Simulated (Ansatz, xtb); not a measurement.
## Ligand exchange: SiH3Br + AlH2Br → SiH4 + AlHBr2

Gas-phase species: SiH3Br `[SiH3]Br`, singlet; AlH2Br `[AlH2][Br]`, singlet; SiH4 (silane) `[SiH4]`, singlet; AlHBr2 `[Br][AlH][Br]`, singlet. The partners trade Br for H: Si–Br and Al–H bonds give way to Si–H and Al–Br.

Shapes, held fixed at every level: PBE0-D4/def2-TZVP. Programs: Ansatz 0.2.0, xtb 6.7.1. The zero-point and thermal change to 298 K, harmonic and unscaled (PBE0-D4/def2-TZVP), is +2.4 kJ/mol.

```json
{"level": "GFN2-xTB", "kind": "semi-empirical", "ΔH(298 K) (kJ/mol)": "-35.4", "less CCSD(T)/def2-TZVPP": "+40.0"}
{"level": "HF/def2-SVP", "kind": "Hartree–Fock", "ΔH(298 K) (kJ/mol)": "-78.3", "less CCSD(T)/def2-TZVPP": "-2.9"}
{"level": "PBE-D4/def2-TZVPP", "kind": "GGA", "ΔH(298 K) (kJ/mol)": "-71.7", "less CCSD(T)/def2-TZVPP": "+3.7"}
{"level": "BHLYP-D4/def2-TZVPP", "kind": "global hybrid", "ΔH(298 K) (kJ/mol)": "-74.5", "less CCSD(T)/def2-TZVPP": "+0.9"}
{"level": "r2SCAN0-D4/def2-TZVPP", "kind": "global hybrid", "ΔH(298 K) (kJ/mol)": "-75.0", "less CCSD(T)/def2-TZVPP": "+0.4"}
{"level": "wB97M-V/def2-TZVPP", "kind": "range-separated hybrid", "ΔH(298 K) (kJ/mol)": "-71.6", "less CCSD(T)/def2-TZVPP": "+3.8"}
{"level": "CCSD(T)/def2-SVP", "kind": "coupled cluster or CI", "ΔH(298 K) (kJ/mol)": "-83.0", "less CCSD(T)/def2-TZVPP": "-7.6"}
{"level": "CCSD/def2-SVP", "kind": "coupled cluster or CI", "ΔH(298 K) (kJ/mol)": "-82.4", "less CCSD(T)/def2-TZVPP": "-7.0"}
{"level": "CCSD(T)/def2-TZVPP", "kind": "coupled cluster or CI", "ΔH(298 K) (kJ/mol)": "-75.4", "less CCSD(T)/def2-TZVPP": "0.0"}
```

The highest level, CCSD(T)/def2-TZVPP, gives ΔH(298 K) = -75.4 kJ/mol; the levels span -83.0 to -35.4. The column of differences is taken from that level and isn't an error. No measured value is set beside it here. Relativity is left out for Br. Outer-core shells of Br are correlated, in sets that cover them unevenly.
